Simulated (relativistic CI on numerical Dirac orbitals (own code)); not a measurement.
**Electric-dipole transitions in Ti²⁰⁺**

Method of calculation: Dirac-Coulomb-Breit CI, orbitals from a KLI potential per configuration, model QED (radiative potential, 1s self-energy scaled to tabulated hydrogen-like ionisation energies), unscaled Slater integrals (own radial code, finite nucleus).

Configuration list: 1s2, 1s.2s, 1s.2p, 1s.3s, 1s.3p, 1s.3d, 1s.4s, 1s.4p, 1s.4d, 1s.4f, 1s.5s, 1s.5p, 1s.5d, 1s.5f, 1s.5g, 1s.6s, 1s.6p, 1s.6d. Levels of other configurations are missing.

```csv
λ vac (nm),Lower,Upper,A (s⁻¹),E lower (eV),E upper (eV)
0.26109,1s2 1S_0 [1],1s.2p 1P°_1 [7],2.45e+14,0.00,4748.78
1.0879,1s.2p 3P°_2 [6],1s.4d 3D_3 [25],4.12e+12,4732.50,5872.14
1.4165,1s.2s 3S_1 [2],1s.3p 3P°_2 [12],4.29e+12,4700.62,5575.92
1.4198,1s.2s 3S_1 [2],1s.3p 3P°_1 [11],4.17e+12,4700.62,5573.89
1.4499,1s.2p 3P°_0 [3],1s.3d 3D_1 [14],7.15e+12,4724.35,5579.49
1.4521,1s.2p 3P°_1 [4],1s.3d 3D_1 [14],5.14e+12,4725.66,5579.49
1.4521,1s.2p 3P°_1 [4],1s.3d 3D_2 [13],8.67e+12,4725.66,5579.47
1.4625,1s.2p 3P°_2 [6],1s.3d 3D_3 [15],1.28e+13,4732.50,5580.27
1.4907,1s.2p 1P°_1 [7],1s.3d 1D_2 [17],1.05e+13,4748.78,5580.49
2.9025,1s.3d 3D_3 [15],1s.5f 3F°_4 [44],8.85e+11,5580.27,6007.44
4.0865,1s.3s 3S_1 [8],1s.4p 3P°_2 [22],5.69e+11,5566.95,5870.34
4.1617,1s.3p 3P°_1 [11],1s.4d 3D_2 [23],9.47e+11,5573.89,5871.81
4.1856,1s.3p 3P°_2 [12],1s.4d 3D_3 [25],1.36e+12,5575.92,5872.14
4.2351,1s.3d 3D_2 [13],1s.4f 3F°_3 [27],2.45e+12,5579.47,5872.22
4.2351,1s.3d 3D_1 [14],1s.4f 3F°_2 [28],2.26e+12,5579.49,5872.24
4.2440,1s.3d 3D_3 [15],1s.4f 3F°_4 [30],2.68e+12,5580.27,5872.41
4.2470,1s.3d 1D_2 [17],1s.4f 1F°_3 [31],2.52e+12,5580.49,5872.42
4.2485,1s.3p 1P°_1 [16],1s.4d 1D_2 [29],1.19e+12,5580.42,5872.25
9.0078,1s.4p 3P°_1 [21],1s.5d 3D_2 [38],1.99e+11,5869.49,6007.13
9.0532,1s.4p 3P°_2 [22],1s.5d 3D_3 [39],2.85e+11,5870.34,6007.29
9.1472,1s.4d 3D_1 [24],1s.5f 3F°_2 [42],4.23e+11,5871.81,6007.35
9.1477,1s.4d 3D_2 [23],1s.5f 3F°_3 [41],4.55e+11,5871.81,6007.34
9.1637,1s.4d 3D_3 [25],1s.5f 3F°_4 [44],5.03e+11,5872.14,6007.44
9.1693,1s.4f 3F°_3 [27],1s.5g 3G_4 [45],7.99e+11,5872.22,6007.44
9.1703,1s.4f 3F°_2 [28],1s.5g 3G_3 [46],7.61e+11,5872.24,6007.44
9.1707,1s.4d 1D_2 [29],1s.5f 1F°_3 [47],4.71e+11,5872.25,6007.45
9.1735,1s.4p 1P°_1 [26],1s.5d 1D_2 [43],2.53e+11,5872.20,6007.36
9.1781,1s.4f 3F°_4 [30],1s.5g 3G_5 [48],8.28e+11,5872.41,6007.50
9.1788,1s.4f 1F°_3 [31],1s.5g 1G_4 [49],8.04e+11,5872.42,6007.50
16.680,1s.5p 3P°_2 [36],1s.6d 3D_3 [57],8.53e+10,6006.39,6080.72
```

Terms are leading LS components. Brackets give the number of a level in order of energy, since labels repeat. The list gives strong lines, with weight on those to low levels, without lines whose two gauges differ by over a factor of 2.5. Levels whose partners in the same complex of configurations lie outside the list can be far off, and so can their lines. Rates are taken at the computed energies, electric ones in the length gauge.

At this charge energies of transitions that change n are usually good to better than 1 %, and those within a shell (Δn = 0) to a few per cent.

**Question.** From the table, what is the radiative lifetime of 1s.4d 3D_3?

**Answer.** The listed rates from this level add up to about 5.49e+12 s⁻¹, 100 % of its decay; with all channels τ = 1.82e-13 s.

LS names give the leading component of a level, which can be under half, so a name can repeat, a term be missing and a line seem to break the LS rules.
